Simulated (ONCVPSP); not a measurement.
**Building the ONCV potential for chromium (PBE, fully relativistic).**

```
Element                 : Cr (Z = 24)
Generator               : ONCVPSP 4.0.1
Type                    : optimised norm-conserving Vanderbilt (ONCV)
Functional              : PBE
Relativity              : fully relativistic
Frozen core             : [Ne]
Valence charge          : 14
Reference configuration : 3s2 3p6 3d5 4s0.75 (charge +0.25)
Partial waves           : 3s+4s: rc 1.60 bohr, ncon 4, nbas 7, qcut 8 1/bohr, 3 projectors, debl 2.5 Ha; 3p: rc 1.10 bohr, ncon 5, nbas 10, qcut 10.9 1/bohr, 2 projectors, debl 0.6 Ha; 3d: rc 1.15 bohr, ncon 3, nbas 7, qcut 14.1 1/bohr, 3 projectors, debl 3 Ha
Local potential         : polynomial inside 0.85 bohr (lpopt 4, dvloc0 0 Ha)
Core correction         : Teter function, fcfact 5, rcfact 1.6
```

Open shells are filled in proportion to 2j + 1.

In the p channel the program set the typed energies aside and used -1.716, 0.250 Ha (j = l + 1/2; the other j can differ).

* Cutoffs needed: 68 Ha and 79 Ha (the cutoffs (Ha) at which the residual kinetic energy of the hardest occupied pseudo-wave falls to 1 and 0.1 mHa per electron)
* Ghost test: no bound ghost flagged; no localised positive-energy state flagged
* Largest excitation error: +0.6 meV (all-electron minus pseudo) for 3s2 3p6 3d5 4s0, out of 4 test configurations
* rms error of d²Exc/dni dnj: 7.80 mHa without and 4.28 mHa with the model core
